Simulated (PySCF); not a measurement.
Stepwise substitution at one centre (Ga CH3-NH2). Gas-phase values, no solvent. One relaxed conformer stands for each flexible species; it need not be the lowest. Strings in code marks are SMILES.

The T1 excitation (TDA) from two functionals at the same geometries (B3LYP-D3(BJ)/def2-TZVP), both in PySCF: PBE-D3(BJ)/def2-TZVP and B3LYP-D3(BJ)/def2-TZVP. B3LYP has the VWN-RPA correlation part, as in Gaussian. Excitations are Tamm–Dancoff values on a coarser integration grid. The basis has no diffuse functions, so Rydberg states are missing or too high.

| species | PBE-D3(BJ)/def2-TZVP (eV) | B3LYP-D3(BJ)/def2-TZVP (eV) |
|---|---|---|
| 0 of 3 CH3 replaced by NH2 (`[CH3][Ga]([CH3])[CH3]`) | 4.65 | 4.89 |
| 1 of 3 CH3 replaced by NH2 (`[CH3][Ga]([NH2])[CH3]`) | 4.57 | 4.91 |
| 2 of 3 CH3 replaced by NH2 | 4.60 | 5.00 |
| 3 of 3 CH3 replaced by NH2 | 4.44 | 4.87 |

Over these rows, drawn at random from the members with no instability flagged (it was tested for open shells, ions and some series alone), PBE minus B3LYP-D3(BJ): mean -0.36 eV, from -0.43 eV to -0.24 eV.
